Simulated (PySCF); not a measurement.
Broadened absorption spectrum of cyclohexanethiol

Cyclohexanethiol, C₆H₁₂S.
SMILES: `SC1CCCCC1`

The calculation used PySCF 2.14.0, density-fitted response routines, TDDFT PBE0/def2-SVPD, vertical, gas phase, core orbitals frozen in the response. One conformer (not necessarily the lowest) at the GFN2-xTB geometry, without solvent, vibrations or thermal averaging.

Computed states:

```json
{"state": "S1", "E (eV)": "5.47", "f": "0.0047"}
{"state": "S2", "E (eV)": "6.13", "f": "0.032"}
{"state": "S3", "E (eV)": "6.75", "f": "0.0093"}
{"state": "S4", "E (eV)": "6.86", "f": "0.014"}
{"state": "S5", "E (eV)": "7.04", "f": "0.017"}
{"state": "S6", "E (eV)": "7.62", "f": "0.015"}
{"state": "S7", "E (eV)": "7.69", "f": "0.015"}
{"state": "S8", "E (eV)": "7.75", "f": "0.0085"}
```

Broadening: Gaussians 0.4 eV wide at half height, area fixed by f = 4.319×10⁻⁹ ∫ε dν̃. The width is an assumption, not a result. The curve ends short of the highest state used, and states not computed would add to its high-energy end.

**Question.** What does the envelope look like, and where are its maxima?

**Answer.** 
E (eV), ε (L mol⁻¹ cm⁻¹) and a bar:
```
     4.87          1 
     4.94          3 
     5.02         10 
     5.10         31 
     5.18         77 #
     5.26        152 ##
     5.34        240 ###
     5.42        305 ####
     5.50        312 ####
     5.58        264 ####
     5.65        216 ###
     5.73        229 ###
     5.81        405 ######
     5.89        803 ###########
     5.97       1374 ###################
     6.05       1908 ##########################
     6.13       2126 #############################
     6.21       1902 ##########################
     6.29       1377 ###################
     6.36        903 ############
     6.44        569 ########
     6.52        551 ########
     6.60        822 ###########
     6.68       1274 #################
     6.76       1748 ########################
     6.84       2086 #############################
     6.92       2184 ##############################
     6.99       2050 ############################
     7.07       1687 #######################
     7.15       1217 #################
```

Maxima: 227 nm (5.47 eV), ε about 320, made up of S1 (100%); 202 nm (6.13 eV), ε about 2100, made up of S2 (100%); 179 nm (6.91 eV), ε about 2200, made up of S3 (18%), S4 (41%) and S5 (40%) (ε in L mol⁻¹ cm⁻¹; maxima over ε = 5, shares over 10%).

**Question.** Coming from long wavelengths, where does ε first pass 100 L mol⁻¹ cm⁻¹?

**Answer.** At about 238 nm (5.21 eV), 0.26 eV below S1.

**Question.** What would ε be at 6.91 eV, the highest of these maxima, with half the width (0.2 eV)?

**Answer.** About 2520 L mol⁻¹ cm⁻¹ against 2190, a factor of about 1.2; a lone state at its own centre would give exactly 2.

**Question.** On this curve, what absorbance would a 10⁻⁴ mol/L sample give at 222 nm over a 1 cm path?

**Answer.** 222 nm is 5.585 eV, where ε is about 260 L mol⁻¹ cm⁻¹, so A = ε c l ≈ 0.026 (Beer–Lambert, with the gas-phase spectrum and the assumed width).
